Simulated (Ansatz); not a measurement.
Ansatz (a quantum-chemistry and plane-wave program) input:

Ansatz 0.2 input:
```yaml
crystal:
  periodic: [false, false, false]
  atoms:
    - {symbol: W, position_ang: [-0.00681659, 0.00303078, -0.01819593]}
    - {symbol: Cl, position_ang: [1.75744938, -0.59100083, -1.25525017]}
    - {symbol: Cl, position_ang: [0.66057357, 0.44925733, 2.06756118]}
    - {symbol: Cl, position_ang: [-0.96029193, 1.81892454, -0.90475079]}
    - {symbol: Cl, position_ang: [-1.48515965, -1.67376105, 0.01584215]}
basis:
  gaussian:
    orbitals: def2-TZVP
hamiltonian:
  xc: b3lyp
  dispersion: d3bj
magnetization: {spin_polarized: true, initial_magnetization: 2}
relax: {f_tol: 0.002, max_steps: 150}
```

Problem. Which total energy does the run end on?

Solution. -1908.24057 Eh (B3LYP-D3(BJ)/def2-TZVP). The basis has 188 functions.

The spin state was set by rule; other spins were not relaxed.
